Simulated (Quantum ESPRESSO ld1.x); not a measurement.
Problem. Cs, 55 electrons, occupied as [Xe] 6s1 (the NIST ground configuration). Method: scalar-relativistic Kohn-Sham, LDA (Slater exchange, VWN5 correlation), spin-polarised, spherical densities, point nucleus; open shells are filled with parallel spins first; computed with ld1.x of Quantum ESPRESSO 7.5. Some entries of the table are withheld. Estimate them.

| orbital | occ. | eigenvalue (hartree) | <1/r> (bohr^-1) | r(max) (bohr) |
|---|---|---|---|---|
| 1s up | 1 | -1314.21 | 59.35 | 0.01680 |
| 1s down | 1 | -1314.21 | 59.35 | 0.01680 |
| 2s up | 1 | -206.184 | 13.63 | 0.09497 |
| 2s down | 1 | -206.184 | 13.63 | 0.09497 |
| 2p up | 3 | -185.055 | 13.00 | 0.07620 |
| 2p down | 3 | -185.055 | 13.00 | 0.07620 |
| 3s up | 1 | -42.8453 | 4.910 | 0.2728 |
| 3s down | 1 | -42.8451 | 4.910 | 0.2728 |
| 3p up | 3 | -36.0451 | 4.664 | 0.2668 |
| 3p down | 3 | -36.0450 | 4.664 | 0.2668 |
| 3d up | 5 | -26.0363 | 4.421 | 0.2202 |
| 3d down | 5 | -26.0361 | 4.421 | 0.2202 |
| 4s up | 1 | -8.07309 | 2.020 | 0.6424 |
| 4s down | 1 | -8.07279 | 2.020 | 0.6424 |
| 4p up | 3 | -5.89623 | 1.857 | 0.6728 |
| 4p down | 3 | -5.89589 | 1.857 | 0.6728 |
| 4d up | 5 | -2.72740 | 1.584 | 0.7208 |
| 4d down | 5 | -2.72695 | 1.584 | 0.7207 |
| 5s up | 1 | -0.98743 | 0.7583 | 1.537 |
| 5s down | 1 | -0.98621 | 0.7589 | 1.537 |
| 5p up | 3 | -0.49960 | 0.6231 | 1.775 |
| 5p down | 3 | -0.49702 | 0.6257 | 1.774 |
| 6s up | 1 | -0.08780 | 0.2278 | 4.647 |
| 6s down | 0 | -0.07109 | 0.2227 | 4.661 |
| 6p up | 0 | -0.03247 | 0.1637 | (1) |
| 5d up | 0 | -0.02183 | 0.2454 | 3.595 |
| 6p down | 0 | -0.02113 | 0.1483 | (2) |
| 5d down | 0 | -0.00932 | 0.2321 | 3.325 |
| 7s up | 0 | -0.00266 | 0.07805 | 13.26 |
| 7s down | 0 | -0.00110 | 0.06523 | 14.64 |

Solution. 
(1) 6p up r(max) (bohr): 6.396
(2) 6p down r(max) (bohr): 6.901
